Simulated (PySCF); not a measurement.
**UHF on Au (gold, neutral)**

Configuration: [Xe] 4f14 5d10 6s1, 2S determinant. All numbers are calculated (PySCF 2.14, scalar relativity through the core potential, in cc-pVDZ-PP with ECP60MDF (4s4p3d1f, 38 functions)).

| Quantity | Value |
| --- | --- |
| Total energy | -134.780540 hartree |
| One-electron energy | -239.1002 hartree |
| Hartree (Coulomb) energy | 116.2962 hartree |
| Exchange energy | -11.9765 hartree |
| ⟨S²⟩ | 0.7528 |
| ⟨L²⟩ | 0.000 |
| Sum of ⟨r⟩ | 27.61 bohr |
| Sum of ⟨r²⟩ | 51.08 bohr² |
| Time after the integrals | 0.12 s of wall time on 1 thread of Neoverse-V1 (shared host) |

| shell | electrons | mean orbital energy (hartree) | rms radius, mean of both spins (bohr) |
| --- | --- | --- | --- |
| 5s α | 1 | -4.65974 | 1.01 |
| 5s β | 1 | -4.65842 | 1.01 |
| 5p β | 3 | -2.72715 | 1.16 |
| 5p α | 3 | -2.72316 | 1.16 |
| 5d α | 5 | -0.45436 | 1.74 |
| 5d β | 5 | -0.44559 | 1.74 |
| 6s α | 1 | -0.29204 | 3.25 |

Energies and moments cover only the electrons outside the core potential. Spin-orbit coupling, which splits the p, d and f shells strongly at this Z, is absent.
